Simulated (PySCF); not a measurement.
# A thermochemical cycle for HgB

MP2 in PySCF with def2-SVPD on every atom (core potentials on Hg), for the lowest determinant that a PBE0 search found; no spin–orbit coupling. HgB, a doublet (π ↑), has De = 0.19 eV to neutral atoms, and HgB⁺, a singlet (closed shell), has De = 1.22 eV to Hg + B⁺.

At the same level the B atom ionises at 8.25 eV.

Task: What is the adiabatic ionisation energy of the molecule, and does ionisation strengthen or weaken the bond?

Result: IE = IE(B) + De(neutral) − De(ion) = 8.25 + 0.19 − 1.22 = 7.22 eV. De changes by +1.03 eV, so ionisation strengthens the bond.

Correlated steps freeze 1 core orbital. Weak bonds: HgB. Basis-set superposition, not corrected here, can be much of De in a small basis, most of all at correlated wavefunction levels. Spin–orbit coupling is left out, which matters for elements this heavy, above all for dissociation energies. For an ion De counts to the pair picked by the measured ionisation energies or electron affinities, which need not be the lowest pair at this level. States were picked by a PBE0 search and need not be the measured ground states.
